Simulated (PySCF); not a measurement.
# Polarisability and C₆ of Co³⁺ (cobalt, charge +3)

[Ar] 3d6, high-spin 5D determinant. All numbers are calculated (PySCF 2.14, the spin-free X2C one-electron Hamiltonian (Gaussian nucleus), in aug-cc-pVTZ-DK (8s7p5d3f2g, 93 functions)). Coupled (time-dependent) response in atomic units; α is the mean over directions.

```tsv
method	mean α (bohr³)	α xx, yy, zz	C₆ (like pair)	S(−4)
r2SCANh	1.803	1.881, 1.881, 1.648	4.387	1.083
```

S(−4) is the Cauchy moment in α(ω) = α(0) + S(−4) ω² + …

α(iu) at r2SCANh:

```
u (hartree)  α(iu) (bohr³)
          0          1.803
     0.0500          1.801
      0.100          1.793
      0.200          1.762
      0.300          1.715
      0.500          1.591
      0.750          1.422
       1.00          1.264
       1.50          1.005
       2.00         0.8129
       3.00         0.5570
       5.00         0.3025
```

A single London oscillator, α(iu) = α/(1 + u²/ω²), gives C₆ = (3/4) ω α². Matching the computed C₆ needs ω = 4 × 4.387 / (3 × 1.803²) = 1.80 hartree.

For an ion, C₆ is the dispersion term alone; charge-induced terms of lower order in 1/R come first.

The components differ because the open shell of this determinant is not spherical; for a pure term their mean is the scalar polarisability.
